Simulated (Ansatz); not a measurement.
Computed with Ansatz on PBE0-D4/def2-TZVP structures; ΔE is electronic, products minus reactants. CCSD(T)/CBS is the MP2 limit (def2-TZVPP, def2-QZVPP) plus CCSD(T) − MP2 in def2-TZVPP, frozen cores. This one scheme is used for every species. Functionals use def2-TZVPP. For Ge outer-core shells are correlated without core-valence functions, which leaves a few kJ/mol of doubt a bond. Scalar relativity is left out up to krypton. One conformer a species, not always the lowest.

Reaction (ligand exchange at the Si–F bond): `F[SiH](Cl)[GeH3]` + CH₃OH → `CO[SiH](Cl)[GeH3]` + H–F

| species | revPBE energy (Eh) |
| --- | --- |
| `F[SiH](Cl)[GeH3]` | -2928.78132 |
| CH₃OH | -115.73606 |
| `CO[SiH](Cl)[GeH3]` | -2944.04085 |
| H–F | -100.45745 |

**Question.** Work out ΔE.

**Answer.** ΔE = (-2944.04085) + (-100.45745) − (-2928.78132) − (-115.73606) = 0.01908 Eh = +12.0 kcal/mol. CCSD(T)/CBS gives +8.9 kcal/mol.

Largest T1 diagnostic among the species: 0.012.

At CCSD(T), def2-SVP lies +1.0 kcal/mol from the extrapolated value and def2-TZVPP +0.0 kcal/mol. In def2-TZVPP, CCSD(T) changes the Hartree–Fock value by −3.4 kcal/mol (the triples alone add −0.6 kcal/mol) and MP2 by −4.2 kcal/mol.
